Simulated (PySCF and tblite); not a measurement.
Results of a calculation; reference values are marked as such.
Stationary points of C₄H₉FSi at B3LYP-D3(BJ)/def2-SVP, in Å:

Structure A

```
 1 F     0.856   -1.751   -0.664
 2 C     0.375   -1.128    0.494
 3 C    -1.076   -0.719    0.236
 4 C    -1.096    0.382   -0.850
 5 Si    0.509    1.366   -0.535
 6 C     1.221    0.126    0.732
 7 H     0.459   -1.864    1.312
 8 H    -1.494   -0.336    1.183
 9 H    -1.673   -1.601   -0.047
10 H    -2.014    0.987   -0.814
11 H    -1.044   -0.076   -1.851
12 H     1.349    1.536   -1.754
13 H     0.278    2.714    0.066
14 H     1.056    0.498    1.757
15 H     2.291   -0.103    0.628
```

Structure B

```
 1 F     0.667   -2.300    0.691
 2 C     0.256   -0.977    0.838
 3 C    -1.077   -0.754    0.062
 4 C    -0.988    0.404   -0.964
 5 Si    0.422    1.482   -0.298
 6 C     1.360   -0.026    0.361
 7 H     0.082   -0.830    1.918
 8 H    -1.879   -0.544    0.786
 9 H    -1.334   -1.710   -0.420
10 H    -1.954    0.911   -1.105
11 H    -0.676    0.028   -1.954
12 H     1.166    2.275   -1.319
13 H    -0.024    2.400    0.793
14 H     2.135    0.135    1.124
15 H     1.846   -0.494   -0.513
```

Structure C

```
 1 F     0.531   -2.215    1.173
 2 C     0.139   -0.916    0.882
 3 C    -0.887   -0.916   -0.256
 4 C    -1.172    0.547   -0.652
 5 Si    0.527    1.401   -0.465
 6 C     1.333   -0.045    0.482
 7 H    -0.331   -0.511    1.799
 8 H    -1.795   -1.465    0.039
 9 H    -0.439   -1.465   -1.103
10 H    -1.887    1.007    0.052
11 H    -1.616    0.630   -1.655
12 H     1.211    1.682   -1.760
13 H     0.461    2.670    0.318
14 H     1.961    0.231    1.341
15 H     1.959   -0.626   -0.216
```

Geometries: B3LYP-D3(BJ)/def2-SVP; energies: PBE0/pcSseg-1 + D3(BJ); zero-point and thermal terms from GFN2-xTB harmonic modes (soft modes blended into free rotors).

Which structure is a saddle point, and along which motion?

B: one imaginary mode (82i cm⁻¹ at GFN2-xTB, mostly on F1, C3, C4), along the inversion of the 5-membered ring (2–3–4–5–6).

Give their symmetry and energies above the lowest.

A C1, 0.0 kcal/mol; B C1, 5.2 kcal/mol; C C1, 1.3 kcal/mol.
